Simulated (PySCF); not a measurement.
## Redox energetics: `C=C[SiH2]N` (C2H7NSi)

System: `C=C[SiH2]N` (C2H7NSi). Non-hydrogen atoms are numbered in `[CH2:1]=[CH:2][SiH2:3][NH2:4]`.

Computed at B3LYP-D3(BJ)/ma-def2-TZVP // PBE0-D3(BJ)/ma-def2-SVP with PySCF (density fitting, grid level 2). Zero-point and thermal terms (298.15 K, 1 bar) come from unscaled PBE0-D3(BJ)/ma-def2-SVP harmonic frequencies, with soft modes damped to free rotors in the entropy.

Frontier levels of the parent: HOMO -7.05 eV, LUMO -0.86 eV.

Oxidation to the radical cation:
| Property | Result |
| --- | --- |
| Vertical ionisation energy (electronic) | 9.35 eV |
| Adiabatic ionisation energy (with zero-point energy) | 8.85 eV |
| Adiabatic, electronic part | 8.88 eV |
| Vertical gap at the product's structure | 8.13 eV |
| Inner reorganisation energy (four-point) | 1218 meV |
| Relaxation of product / of parent | 473 / 744 meV |
| ⟨S²⟩ of the product | 0.761 |
| Largest spin populations | N4 0.65, C1 0.23, C2 0.17 |
| Largest changes of atomic charge | N4 0.33, C1 0.11, H (on Si3) 0.11, H (on Si3) 0.08 |
| Distances that move most (Å) | Si3–N4 1.736 → 1.790; Si3–H 1.502 → 1.478; Si3–H 1.495 → 1.477; C2–Si3 1.869 → 1.884 |

Reduction to the radical anion:
| Property | Result |
| --- | --- |
| Vertical electron affinity (electronic) | -0.53 eV |
| Adiabatic electron affinity (with zero-point energy) | -0.41 eV |
| Adiabatic, electronic part | -0.53 eV |
| Vertical gap at the product's structure | -0.36 eV |
| ⟨S²⟩ of the product | 0.753 |
| Largest spin populations | C1 0.42, Si3 0.18, C2 0.17, N4 0.11 |
| Largest changes of atomic charge | C1 -0.27, C2 -0.18, Si3 -0.16, N4 -0.09 |
| Distances that move most (Å) | C1–C2 1.340 → 1.384; C2–Si3 1.869 → 1.831; Si3–H 1.495 → 1.523; Si3–N4 1.736 → 1.758 |

Known limits: the gas-phase radical anion comes out unbound at this level, so its gas-phase values hang on the basis; a negative vertical affinity means that the electron isn't bound at that structure, so the value and what is derived from it hang on the basis.

Run with `OMP_NUM_THREADS=1 python redox_run.py task.json out` on 1 thread of Arm Neoverse N1, a shared host. Structures, frequencies and single points: 27 min of wall time.
